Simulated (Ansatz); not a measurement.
The cluster AlF3: single points at one geometry.

```yaml
crystal:
  periodic: [false, false, false]
  atoms:
    - {symbol: Al, position_ang: [-0.000020, 0.000268, -0.000097]}
    - {symbol: F, position_ang: [0.801472, 0.261072, 1.415041]}
    - {symbol: F, position_ang: [0.806625, -0.600569, -1.304464]}
    - {symbol: F, position_ang: [-1.608076, 0.339229, -0.110480]}
basis:
  gaussian: {orbitals: def2-TZVPD, initial_orbitals: start.molden}
hamiltonian: {xc: r2scan, dispersion: d4}
scf: {omitted_lower_state_checks: [starts]}
output: {orbitals: {seedname: orbitals}}
```

The file start.molden holds the orbitals of an earlier run on this structure, at another level or in another basis.

```sh
$ ansatz run in.yaml --threads 4 --pin off --events-out ev --progress --plain --max-ram 3916MiB
```

Output, abridged:

```
Functional definition: r2SCAN
855 factors; their error is unknown
mean field evaluation 1: about -14753.6805 eV, gradient 8.7e0 eV
mean field evaluation 2: about -14753.7659 eV, gradient 1.4e-1 eV
mean field evaluation 4: about -14753.7662 eV, gradient 1.6e-4 eV
mean field -14753.76622479 eV, -542.1909082990 hartree, gradient 1.0e-5 eV, S^2 0.000000; 0 other end points of the search recorded, 0 dependent functions left out
reference -14753.76624379 eV, -542.1909089973 hartree; 20, 20 occupied and 143, 143 virtual orbitals, 855 factors
Total energy: -14753.77806020 eV, -542.1913432423 hartree
Checks for a lower state left out: starts
```

Hardware: 4 threads of Arm Neoverse N1 on a shared host. Wall time 2.8 s.

First input, but with `gaussian: {orbitals: def2-TZVP, initial_orbitals: start.molden}`, `hamiltonian: {xc: {text: "exchange = 0.85*pbe_x + 0.15*exact_x\ncorrelation = pbe_c"}}` (abridged; 1.1 s):

```
Functional definition: unnamed
mean field -14746.47388643 eV, -541.9229198072 hartree, gradient 2.6e-5 eV, S^2 0.000000
Total energy: -14746.47391796 eV, -541.9229209660 hartree
Checks for a lower state left out: starts
```

As the first input, with `gaussian: {orbitals: def2-SVP, initial_orbitals: start.molden}`, `hamiltonian: {xc: pbe0, dispersion: d4}` (abridged; 0.7 s):

```
Functional definition: PBE0
mean field -14733.82123443 eV, -541.4579434226 hartree, gradient 2.9e-5 eV, S^2 0.000000
Total energy: -14733.86540676 eV, -541.4595667256 hartree
Checks for a lower state left out: starts
```

As the first input, with `gaussian: {orbitals: def2-TZVP, initial_orbitals: start.molden}`, `hamiltonian: {xc: {name: wB97X-V}}` (abridged; 2.8 s):

```
Functional definition: wB97X-V
mean field -14753.74851041 eV, -542.1902573077 hartree, gradient 3.5e-5 eV, S^2 0.000000
Total energy: -14753.74850862 eV, -542.1902572418 hartree
Checks for a lower state left out: starts
```

First input, but with `gaussian: {orbitals: def2-TZVP, initial_orbitals: start.molden}`, `hamiltonian: {xc: {text: "exchange = 0.50*pbe_x + 0.50*exact_x\ncorrelation = pbe_c"}}` (abridged; 1.2 s):

```
Functional definition: unnamed
mean field -14747.43978838 eV, -541.9584160491 hartree, gradient 4.5e-6 eV, S^2 0.000000
Total energy: -14747.43980514 eV, -541.9584166653 hartree
Checks for a lower state left out: starts
```

As the first input, with `gaussian: {orbitals: def2-TZVP, initial_orbitals: start.molden}`, `hamiltonian: {xc: pbe0, dispersion: d4}`, `output: {forces: true, orbitals: {seedname: orbitals}}` (abridged; 1.6 s):

```
Functional definition: PBE0
mean field -14746.70660069 eV, -541.9314718985 hartree, gradient 1.1e-5 eV, S^2 0.000000
Total energy: -14746.75077216 eV, -541.9330951703 hartree
Atom 0 force     0.001095    -0.002664     0.000741 eV/Å
Atom 1 force    -0.285906    -0.092207    -0.504534 eV/Å
Atom 2 force    -0.287834     0.214908     0.464713 eV/Å
Atom 3 force     0.572644    -0.120038     0.039080 eV/Å
Dipole moment:    -0.000060     0.000584    -0.000211 e Å
Checks for a lower state left out: starts
```

First input, but with `gaussian: {orbitals: def2-TZVP, initial_orbitals: start.molden}`, `correlation: {method: mp2}` and without the key `hamiltonian` (abridged; 0.95 s):

```
Functional definition: HF
mean field -14710.91282697 eV, -540.6160749765 hartree, gradient 7.1e-6 eV, S^2 0.000000
8 core orbitals not correlated: weight in the atoms' cores, before any rotation towards them, 1.000 or more for the frozen orbitals, at most 0.000 for the correlated occupied ones
second order -22.45984604 eV of doubles, -0.00000000 eV of singles
Total energy: -14733.37267302 eV, -541.4414590947 hartree
Checks for a lower state left out: starts
```

Geometry: PBE-D4/def2-TZVP.

Correlated methods freeze 8 core orbitals. The structure comes from a short search, and lower isomers may exist.
